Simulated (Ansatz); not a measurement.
Mulliken charges of `O=C1[SiH2]SS1` from PBE/def2-TZVPP in Ansatz (PBE0-D4/def2-TZVP geometry).

```csv
atom,x (Å),y (Å),z (Å),charge (e)
O1,-1.395,-1.617,-0.704,-0.180
C2,-0.482,-0.999,-0.260,0.074
Si3,-0.048,0.861,-0.010,0.324
S4,1.800,0.193,0.856,-0.180
S5,1.033,-1.720,0.423,0.027
H6,0.099,1.626,-1.273,-0.032
H7,-0.945,1.588,0.922,-0.033
```

Problem. By hand: the dipole of these point charges (1 e Å = 4.8032 D).

Solution. Σ q r = (-0.068, 0.310, -0.028) e Å, of length 0.319 e Å = 1.53 D.

Problem. How does the dipole of the full density compare? (An estimate is asked.)

Solution. The calculation gave: (0.075, 0.409, 0.045) e Å, 2.01 D; the point charges give 0.76 times that, at 25° from its direction.

Point charges leave out the atoms' own dipoles, such as those of lone pairs, and Mulliken's split depends on the basis, so the two needn't agree.
